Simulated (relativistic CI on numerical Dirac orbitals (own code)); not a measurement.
## Sensitivity of the levels of Ir45+ to α and to the nuclear radius

Method of calculation: Dirac-Coulomb-Breit CI, orbitals from a KLI potential per configuration, derivatives by finite differences, unscaled Slater integrals, QED left out (own radial code, finite nucleus).

Configuration list (outside the closed core [Ar] 3d10): 4s²4p², 4s4p³, 4s²4p4d, 4p⁴, 4s²4d², 4s4p²4d, 4s²4p4f, 4s4p²4f. Levels of other configurations are missing.

With x = (α/α₀)² − 1 an excitation energy changes as ω = ω₀ + qx; K = 2q/ω₀ is the relative enhancement. Terms are leading LS components, so labels can repeat. The field-shift factor is F = δν/δ⟨r²⟩ for the transition from the lowest level.

Lowest level 4s²4p² ³P0.

| Level | ω₀ (cm⁻¹) | q (cm⁻¹) | K | F (GHz/fm²) |
| --- | --- | --- | --- | --- |
| 4s²4p² ³P1 | 917398 | 1.189e+06 | 2.59 | -208 |
| 4s²4p² ¹D2 | 955195 | 1.189e+06 | 2.49 | -209 |
| 4s4p³ ³P°2 | 1777918 | 1.356e+06 | 1.53 | -2950 |
| 4s²4p² ³P2 | 1901314 | 2.381e+06 | 2.5 | -434 |
| 4s4p³ ³D°1 | 1916625 | 1.355e+06 | 1.41 | -2850 |
| 4s²4p² ¹S0 | 1983364 | 2.382e+06 | 2.4 | -434 |
| 4s²4p4d ³F°2 | 2254446 | 1.252e+06 | 1.11 | -217 |
| 4s²4p4d ³D°1 | 2431517 | 1.275e+06 | 1.05 | -380 |
| 4s²4p4d ³P°2 | 2518878 | 1.696e+06 | 1.35 | -862 |
| 4s²4p4d ³F°3 | 2535285 | 1.56e+06 | 1.23 | -436 |
| 4s4p³ ³D°2 | 2698555 | 2.294e+06 | 1.7 | -2540 |
| 4s4p³ ³D°3 | 2760594 | 2.445e+06 | 1.77 | -2860 |
| 4s4p³ ³P°0 | 2804552 | 2.525e+06 | 1.8 | -3070 |

At this charge energies of transitions that change n are usually good to better than 1 %, and those within a shell (Δn = 0) to a few per cent.
